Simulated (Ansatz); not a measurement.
A run on `Cl[BH][GaH2]` with other settings.

```yaml
crystal:
  periodic: [false, false, false]
  atoms:
    - {symbol: Cl, position_ang: [-0.771564, -2.064153, 0.922079]}
    - {symbol: B, position_ang: [-0.515241, -0.875284, -0.335415]}
    - {symbol: Ga, position_ang: [0.494948, 0.888470, 0.128801]}
    - {symbol: H, position_ang: [-0.955751, -1.176420, -1.405844]}
    - {symbol: H, position_ang: [2.059758, 0.997640, 0.006484]}
    - {symbol: H, position_ang: [-0.270050, 2.165747, 0.637594]}
basis:
  gaussian: {orbitals: x2c-TZVPPall, point_charges: [{charge: 2.00, position_ang: [6.945, 0.979, -0.544]}]}
hamiltonian: {xc: {name: PBEsol}}
accuracy: high
output: {forces: true}
```

```sh
$ ansatz run in.yaml --threads 2 --pin off --events-out ev --progress --plain --max-ram 4352MiB
```

It prints (some lines left out):

```
Functional definition: PBEsol
2631 factors; integrals over basis functions are off by at most 4.9e-9 eV
mean field evaluation 1: about -66101.2159 eV, gradient 4.9e1 eV
mean field evaluation 2: about -66095.4439 eV, gradient 7.8e1 eV
mean field evaluation 4: about -66105.3948 eV, gradient 2.1e0 eV
mean field evaluation 8: about -66105.3994 eV, gradient 2.6e-1 eV
mean field evaluation 16: about -66105.3995 eV, gradient 3.5e-5 eV
mean field -66105.39954987 eV, -2429.3286256086 hartree, gradient 2.6e-8 eV, S^2 0.000000; 0 other end points of the search recorded, 0 dependent functions left out
reference -66105.39955353 eV, -2429.3286257431 hartree; 28, 28 occupied and 135, 135 virtual orbitals, 2631 factors
Total energy: -66105.39955353 eV, -2429.3286257431 hartree
Relativity: scalar
Atom 0 at    -0.771564    -2.064153     0.922079 Å, force     0.075085     0.241585    -0.124443 eV/Å
Atom 1 at    -0.515241    -0.875284    -0.335415 Å, force     0.210422    -0.081139     0.362013 eV/Å
Atom 2 at     0.494948     0.888470     0.128801 Å, force    -0.757867    -0.215322     0.012248 eV/Å
Atom 3 at    -0.955751    -1.176420    -1.405844 Å, force    -0.063416     0.056437    -0.204414 eV/Å
Atom 4 at     2.059758     0.997640     0.006484 Å, force     0.417334     0.062600    -0.022620 eV/Å
Atom 5 at    -0.270050     2.165747     0.637594 Å, force     0.263639    -0.073323    -0.046277 eV/Å
Dipole moment:    -0.437786    -0.126819    -0.029707 e Å
```

Run time 10 s (2 threads of an Arm Neoverse V1 on a shared host); peak host memory 0.52 GiB.
